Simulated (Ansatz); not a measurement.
One change: `CC(C)OB(S)Cl` becomes `OB(S)Cl`.

Ansatz, PBE0-D4/def2-TZVP geometries, multiplicity 1. Each molecule was computed in one conformer, which needn't be the lowest.

| property | `CC(C)OB(S)Cl` |
| --- | --- |
| size of the dipole moment (ωB97M-V/def2-TZVPP) / D | 1.73 |
| HOMO energy (B3LYP/def2-TZVPP) / eV | -7.36 |
| LUMO energy (ωB97M-V/def2-TZVPP) / eV | 2.14 |
| size of the dipole moment (PBE/def2-TZVPP) / D | 1.67 |
| HOMO–LUMO gap (PBE0/def2-TZVPP) / eV | 7.74 |
| LUMO energy (PBE0/def2-TZVPP) / eV | 0.11 |

Give the same properties after the change, and the shifts. (An estimate is asked.)

The calculation gave: 
```json
{"property": "size of the dipole moment (ωB97M-V/def2-TZVPP) / D", "`OB(S)Cl`": "1.62", "shift": "-0.11"}
{"property": "HOMO energy (B3LYP/def2-TZVPP) / eV", "`OB(S)Cl`": "-7.67", "shift": "-0.31"}
{"property": "LUMO energy (ωB97M-V/def2-TZVPP) / eV", "`OB(S)Cl`": "2.04", "shift": "-0.10"}
{"property": "size of the dipole moment (PBE/def2-TZVPP) / D", "`OB(S)Cl`": "1.61", "shift": "-0.06"}
{"property": "HOMO–LUMO gap (PBE0/def2-TZVPP) / eV", "`OB(S)Cl`": "7.88", "shift": "0.14"}
{"property": "LUMO energy (PBE0/def2-TZVPP) / eV", "`OB(S)Cl`": "-0.06", "shift": "-0.17"}
```

With PBE0 the HOMO falls by 0.31 eV and the LUMO falls by 0.17 eV, so the gap widens by about 0.14 eV. PBE moves the HOMO by -0.30 eV and ωB97M-V by -0.30 eV. Dipoles are sizes alone; their direction can turn.

B3LYP here is the variant with VWN-RPA as its local correlation; programs differ in this.
